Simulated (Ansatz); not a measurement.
Mulliken charges of `CS[Si]O` from PBE/def2-TZVPP in Ansatz (PBE0-D4/def2-TZVP geometry).

```tsv
atom	x (Å)	y (Å)	z (Å)	charge (e)
C1	0.830	0.897	-0.953	-0.239
S2	-0.681	0.021	-0.465	-0.204
Si3	-0.011	-0.844	1.381	0.219
O4	-1.365	-1.654	1.862	-0.307
H5	1.168	0.516	-1.916	0.121
H6	1.617	0.747	-0.211	0.107
H7	0.614	1.961	-1.038	0.121
H8	-2.171	-1.644	1.338	0.182
```

Q: By hand: the dipole of these point charges (1 e Å = 4.8032 D).

A: Σ q r = (0.351, 0.185, -0.083) e Å, of length 0.405 e Å = 1.95 D.

Q: How does the dipole of the full density compare? (Best estimate.)

A: The calculation gave: (0.006, 0.155, -0.251) e Å, 1.42 D; the point charges give 1.37 times that, at 64° from its direction.

Point charges leave out the atoms' own dipoles, such as those of lone pairs, and Mulliken's split depends on the basis, so the two needn't agree.
